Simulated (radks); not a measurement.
Radial electron density D(r) = 4 pi r^2 rho(r) of an atom or ion with 15 electrons. Method: non-relativistic Kohn-Sham, LDA (Slater exchange, Perdew-Wang correlation), spin-polarised, spherical densities, point nucleus; computed with a radial shooting solver on a logarithmic mesh with Libxc functionals.

```
   r/bohr * D(r) (the largest magnitude, 18.3, reaches the edge; | marks zero)
   0.0119 |         *
  0.01353 |           *
  0.01525 |             *
   0.0172 |                *
  0.01939 |                   *
  0.02204 |                       *
  0.02484 |                           *
  0.02801 |                               *
  0.03158 |                                    *
  0.03561 |                                        *
  0.04047 |                                            *
  0.04563 |                                                *
  0.05145 |                                                   *
  0.05801 |                                                     *
  0.06593 |                                                      *
  0.07434 |                                                     *
  0.08382 |                                                   *
   0.0945 |                                                *
   0.1066 |                                             *
   0.1211 |                                         *
   0.1365 |                                     *
    0.154 |                                    *
   0.1736 |                                    *
   0.1973 |                                     *
   0.2224 |                                         *
   0.2508 |                                             *
   0.2828 |                                                 *
   0.3188 |                                                    *
   0.3624 |                                                    *
   0.4086 |                                                 *
   0.4606 |                                           *
   0.5194 |                                   *
   0.5903 |                           *
   0.6656 |                   *
   0.7504 |             *
   0.8461 |          *
    0.954 |        *
    1.084 |        *
    1.222 |         *
    1.378 |         *
    1.554 |         *
    1.766 |        *
    1.991 |      *
    2.245 |    *
    2.532 |   *
    2.854 | *
    3.244 |*
    3.658 |*
    4.124 *
     4.65 *
    5.285 *
    5.959 *
    6.719 *
```

What is the nuclear charge?

Answer. Z = 16. The innermost maximum, from 1s, lies near 1/Z = 0.0625 bohr (found: 0.0665), and its height grows with Z. The density is that of the sulfur ion S+ in [Ne] 3s2 3p3; the configuration itself is not fixed sharply by these data, and Z only to about a unit. D(r) has 3 maxima, at r = 0.0665, 0.340, 1.42 bohr, and minima at 0.164, 1.03 bohr, inside which lie 2.18, 10.40 electrons.
